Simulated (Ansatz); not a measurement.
`B[SiH](O)[SiH3]` + `C=C(N)S` → `C=C(N)S[SiH3]` + `B[SiH2]O`  (cleavage of the Si–Si bond)

Gas-phase electronic energies from Ansatz, PBE0-D4/def2-TZVP geometries. CCSD(T)/CBS is the MP2 limit (def2-TZVPP, def2-QZVPP) plus CCSD(T) − MP2 in def2-TZVPP, frozen cores. Functionals use def2-TZVPP. B3LYP here is the variant with VWN-RPA as its local correlation; programs differ in this. One conformer a species, not always the lowest.

Q: Is it downhill or uphill in electronic energy at CCSD(T)/CBS, and by how much? (Estimate.)

A: Computed: Downhill: ΔE = -14.1 kcal/mol.

Q: What do these levels give: BLYP-D4, r2SCAN-D4, r2SCAN0-D4, ωB97M-V, B2PLYP, PBE-QIDH, PBE, r2SCAN, B3LYP, RPA@PBE/def2-TZVPP, HF/def2-QZVPP, SCS-MP2/def2-QZVPP? (An estimate is asked.)

A: Computed: BLYP-D4 -12.0, r2SCAN-D4 -12.2, r2SCAN0-D4 -13.1, ωB97M-V -14.5, B2PLYP -13.7, PBE-QIDH -13.8, PBE -9.6, r2SCAN -12.0, B3LYP -12.1, RPA@PBE/def2-TZVPP -13.5, HF/def2-QZVPP -15.8, SCS-MP2/def2-QZVPP -16.2 kcal/mol.

Largest T1 diagnostic among the species: 0.014.

Leaving LDA and LC-ωPBE aside and taking each functional with its dispersion term where it has one, the values, not all of them listed here, spread over 4.4 kcal/mol, from ωB97M-V to PBE-D4. From PBE to PBE0 (25 % exact exchange), in def2-TZVPP and without D4, ΔE moves by −1.5 kcal/mol. The D4 term adds −0.8 kcal/mol with B3LYP and −0.4 kcal/mol with PBE0; it sums over pairs of atoms, weighted by their polarisabilities, and B3LYP, whose exchange is more repulsive, gets the larger term.
